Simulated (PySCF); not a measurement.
Vertical excitations of a molecule C₂H₄FNOSi from TDDFT-PBE/def2-SVPD in PySCF, as energy in eV (oscillator strength): 5.62 (0.012), 6.40 (0.007), 6.52 (0.005), 6.83 (0.004), 7.05 (0.012), 7.16 (0.007), 7.21 (0.019), 7.30 (0.002), 7.44 (0.001), 7.61 (0.126). Lowest triplet (TDA): 5.20 eV. Geometry: ωB97X-D3(BJ)/def2-SVP. Other conformers were not sampled.

Q: Identify the compound among the candidates.
(A) CC1=N[Si@H](F)O1
(B) N#C[C@@H](F)[SiH2]O
(C) F[Si@@H]1COC=N1
(D) O[Si@@H]1C=N[C@@H]1F

A: B, N#C[C@@H](F)[SiH2]O
